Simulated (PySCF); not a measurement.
C2H6BNO, SMILES NB1CCO1.

Geometry: PBE0-D3(BJ)/def2-SVP. The structure was generated by enumeration, and PubChem lists no compound with its InChIKey, so it may never have been made. Other conformers were not sampled.

Calculation: ωB97X/def2-TZVP run with PySCF.

Symmetry labels are those of the subgroup Cs that the program uses (full group Cs).

**Question.** List the valence orbital energies around the gap with their symmetry. (The exact figures need the calculation; the answer reports its results.)

**Answer.** 
```tsv
orbital	symmetry	energy (eV)
HOMO−7	A'	-16.08
HOMO−6	A"	-16.02
HOMO−5	A'	-14.32
HOMO−4	A"	-12.85
HOMO−3	A"	-11.71
HOMO−2	A'	-11.42
HOMO−1	A'	-10.81
HOMO	A"	-9.96
LUMO	A'	2.95
LUMO+1	A'	3.63
LUMO+2	A"	4.00
LUMO+3	A'	4.21
```
